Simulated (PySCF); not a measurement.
## Field gradients at the hydrogen positions

C5H11NOSi.
Cartesian coordinates in Å at the GFN2-xTB level; atoms count from 1:
```xyz
19
C5H11NOSi angstrom
C     -1.4251    1.7350    1.0577
C     -1.8206    0.9146    0.1030
C     -0.9529   -0.0936   -0.5997
C     -1.6537   -1.4536   -0.6750
N      0.3445   -0.2333    0.0295
C      1.5102    0.0791   -0.5754
O      1.5577    0.4926   -1.7223
Si     3.1298   -0.1715    0.4212
H     -2.0997    2.4388    1.5133
H     -0.4076    1.7544    1.4128
H     -2.8454    0.9296   -0.2426
H     -0.7460    0.2640   -1.6175
H     -2.5928   -1.3629   -1.2139
H     -1.0227   -2.1714   -1.1940
H     -1.8615   -1.8272    0.3265
H      0.3529   -0.5682    0.9798
H      3.8395   -1.3131   -0.1500
H      2.7623   -0.4531    1.8159
H      3.9212    1.0490    0.3232
```

Level: PBE0/pcSseg-1 (PySCF, non-relativistic); Q(2H) = 0.00286 b; rigid geometry, the same for H and D, with no vibrational averaging.

Task: Rank these positions by the coupling χzz of a deuteron there, largest first.
A. H12 (methine hydrogen)
B. H9 (vinylic hydrogen)
C. H17 (Si–H hydrogen)
D. H18 (Si–H hydrogen)
E. H14 (methyl hydrogen)
F. H11 (vinylic hydrogen)

Result: B (228 kHz), F (218 kHz), E (211 kHz), A (185 kHz), C (110 kHz), D (105 kHz).

Task: What are Vzz, η and χzz (234.96 MHz × Q × Vzz) at all hydrogens?

Result: 
```tsv
atom	bonded to	bond length (Å)	Vzz (au)	η	χzz (kHz)
H9	C1	1.076	0.3392	0.05	228
H10	C1	1.078	0.3353	0.05	225
H11	C2	1.082	0.3244	0.06	218
H12	C3	1.098	0.2758	0.04	185
H13	C4	1.087	0.3161	0.03	212
H14	C4	1.087	0.3133	0.02	211
H15	C4	1.089	0.3113	0.03	209
H16	N5	1.008	0.4066	0.20	273
H17	Si8	1.461	0.1644	0.01	110
H18	Si8	1.470	0.1570	0.04	105
H19	Si8	1.458	0.1661	0.00	112
```

Task: Average by the element that carries the hydrogen.

Result: on C: 213 kHz over 7 positions, mean bond length 1.085 Å; on N: 273 kHz over 1 position, mean bond length 1.008 Å; on Si: 109 kHz over 3 positions, mean bond length 1.463 Å.

Task: How does χzz go with the bond length over the 7 C–H bonds?

Result: A straight-line fit has a slope of -18.3 kHz for each 0.01 Å, with a correlation coefficient of -0.99, over lengths from 1.076 to 1.098 Å. The longer bonds have the smaller couplings here.

Isolated species at its GFN2-xTB geometry (one conformer only). GFN2-xTB bond lengths can be off by several hundredths of an ångström, more for odd bonds, and the gradients follow them. The small basis limits the accuracy of the gradients.

The run behind these numbers computed NMR shieldings as well. On Arm Neoverse N1, one thread, shared host, this took 78 s wall (grids of density and orbitals included) and 0.88 GiB of memory at its peak.
